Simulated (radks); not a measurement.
Results of a calculation; reference values are marked as such.
The mean radii <r> (bohr) of the occupied orbitals of an atom or ion are listed with their occupations. Code: a radial shooting solver on a logarithmic mesh with Libxc functionals. Model: Dirac Kohn-Sham, Slater X-alpha with alpha = 0.736, spin-unpolarised, spherical densities, finite nucleus; Fermi nuclear charge, rms radius of each element as measured or else 0.836 A^(1/3) + 0.57 fm.

orbital  occ.      <r>
1s1/2       2  0.03345
2s1/2       2   0.1453
2p1/2       2   0.1235
2p3/2       4   0.1283
3s1/2       2   0.4024
3p1/2       2   0.3951
3p3/2       4   0.4058
3d3/2       4   0.3810
3d5/2       6   0.3845
4s1/2       2    1.016
4p1/2       2    1.103
4p3/2       4    1.134
4d3/2     2.8    1.617
4d5/2     4.2    1.639

Name the element and its charge. Open shells, if any, are shared by 2j + 1.

Answer. Z = 44, ruthenium, charge +1: Ru+ in [Kr] 4d7. The 1s radius gives Z: for a bare nucleus <r> = (2 gamma + 1)/(2Z) with gamma = sqrt(1 - (Z/c)^2), 0.03289 bohr for Z = 44, and screening makes it slightly larger (0.03345 here). The occupations add up to 43, and the charge is Z minus that.
